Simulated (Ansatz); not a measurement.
Geometry optimisation, RKS PBE/def2-SVP in Ansatz.

input.yaml

```yaml
crystal:
  periodic: [false, false, false]
  atoms:
    - { symbol: Ti, position_ang: [-0.066466, -0.124936, 0.027549] }
    - { symbol: O, position_ang: [-0.224782, -0.259271, 1.89433] }
    - { symbol: Si, position_ang: [-1.299708, -0.455751, 3.16918] }
    - { symbol: H, position_ang: [-2.415759, -1.384681, 2.74797] }
    - { symbol: H, position_ang: [-0.581989, -1.058962, 4.343153] }
    - { symbol: H, position_ang: [-1.89237, 0.871406, 3.558672] }
    - { symbol: Cl, position_ang: [2.020098, -0.416599, -0.726288] }
    - { symbol: O, position_ang: [-0.829769, 1.361547, -0.628018] }
    - { symbol: H, position_ang: [-1.630949, 1.394727, -1.187685] }
    - { symbol: O, position_ang: [-1.055566, -1.472749, -0.580421] }
    - { symbol: H, position_ang: [-1.425416, -2.236741, -0.094802] }
    - { symbol: "N", position_ang: [1.415515, 2.384995, 1.472341] }
    - { symbol: H, position_ang: [2.15359, 1.893276, 0.942939] }
    - { symbol: H, position_ang: [0.752436, 2.752234, 0.773055] }
    - { symbol: H, position_ang: [0.901036, 1.641405, 1.992424] }
basis:
  gaussian: { orbitals: def2-SVP }
hamiltonian:
  xc: pbe
relax:
  f_tol: 0.03
  max_steps: 50
output:
  orbitals: {}
```

Launched with:

```bash
$ ansatz run input.yaml --threads 4 --pin off --max-ram 5120MiB --backend cpu --events-out ev --progress --plain --runs-dir out
```

Question: Where does it end, and by what steps?

Answer: It converged. After 29 steps the energy has fallen by 0.603 eV; H6 moved furthest, 1.01 Å. Joined: Ti1–N12 (3.25 → 2.32 Å).

```json
{"step": "0", "energy less start (eV)": "0.0000", "largest force component (eV/Å)": "1.281", "accepted": "yes"}
{"step": "2", "energy less start (eV)": "-0.0776", "largest force component (eV/Å)": "0.513", "accepted": "yes"}
{"step": "4", "energy less start (eV)": "-0.0926", "largest force component (eV/Å)": "0.161", "accepted": "yes"}
{"step": "6", "energy less start (eV)": "-0.1041", "largest force component (eV/Å)": "0.160", "accepted": "yes"}
{"step": "8", "energy less start (eV)": "-0.1080", "largest force component (eV/Å)": "0.076", "accepted": "yes"}
{"step": "10", "energy less start (eV)": "-0.1136", "largest force component (eV/Å)": "0.167", "accepted": "yes"}
{"step": "12", "energy less start (eV)": "-0.1226", "largest force component (eV/Å)": "0.109", "accepted": "yes"}
{"step": "14", "energy less start (eV)": "-0.1648", "largest force component (eV/Å)": "1.114", "accepted": "yes"}
{"step": "16", "energy less start (eV)": "-0.5198", "largest force component (eV/Å)": "0.964", "accepted": "yes"}
{"step": "18", "energy less start (eV)": "-0.4789", "largest force component (eV/Å)": "0.866", "accepted": "no"}
{"step": "20", "energy less start (eV)": "-0.5903", "largest force component (eV/Å)": "0.093", "accepted": "yes"}
{"step": "22", "energy less start (eV)": "-0.5961", "largest force component (eV/Å)": "0.083", "accepted": "yes"}
{"step": "24", "energy less start (eV)": "-0.5981", "largest force component (eV/Å)": "0.160", "accepted": "yes"}
{"step": "26", "energy less start (eV)": "-0.6019", "largest force component (eV/Å)": "0.086", "accepted": "yes"}
{"step": "28", "energy less start (eV)": "-0.6022", "largest force component (eV/Å)": "0.030", "accepted": "yes"}
{"step": "29", "energy less start (eV)": "-0.6026", "largest force component (eV/Å)": "0.009", "accepted": "yes"}
```

```xyz
15
Properties=species:S:1:pos:R:3
Ti -0.150 0.210 0.360
O -0.523 0.194 2.147
Si -1.457 -0.574 3.308
H -1.888 -1.938 2.838
H -0.653 -0.721 4.573
H -2.680 0.250 3.616
Cl 1.778 -0.784 -0.435
O -0.896 1.616 -0.536
H -1.666 1.393 -1.093
O -1.193 -1.126 -0.245
H -0.961 -1.928 -0.745
N 1.361 1.876 0.919
H 2.301 1.663 0.563
H 1.034 2.754 0.496
H 1.413 2.005 1.938
```

Whether the end is a true minimum wasn't checked by a vibrational analysis.

Time of the run: 41 s on 4 threads of AMD EPYC 9R45 96-Core Processor (Zen 5), on a shared host, peak memory 0.29 GiB.
